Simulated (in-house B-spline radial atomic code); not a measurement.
**K⁴⁺: [Ne] 3s2 3p2 4f1 (an excited or competing configuration)**

Method: Dirac-Hartree-Fock, average of configuration, Fermi nucleus of rms radius 3.4349 fm. Calculated with a B-spline radial code for spherical atoms.

Z_r = [3n² - l(l+1)]/(2<r>); Z_e = n√(-2ε); the last column is Slater's effective charge. Values are occupation-weighted means over j.

```csv
shell,electrons,ε (eV),<r> (bohr),Z_r,Z_e,Slater
1s,2,-3732.4,0.08094,18.53,16.56,18.70
2s,2,-474.47,0.3822,15.70,11.81,14.85
2p,6,-390.63,0.3474,14.39,10.72,14.85
3s,2,-107.34,1.148,11.76,8.43,9.15
3p,2,-89.033,1.205,10.37,7.67,9.15
4f,1,-21.654,3.464,5.20,5.05,5.00
```

The least bound orbital is 4f7/2 at -21.65 eV, and it is also the most diffuse (<r> = 3.464 bohr).

Spin-orbit splittings of the orbital energies (j = l + 1/2 above j = l - 1/2 when positive): 2p 3.002 eV, 3p 0.3815 eV, 4f 0.0003548 eV.

For the 1s electron the small component carries 0.46 % of the norm, the zero-frequency Breit interaction raises the level by 3.038 eV, self-energy by 1.396 eV, and vacuum polarisation lowers it by 0.1005 eV.
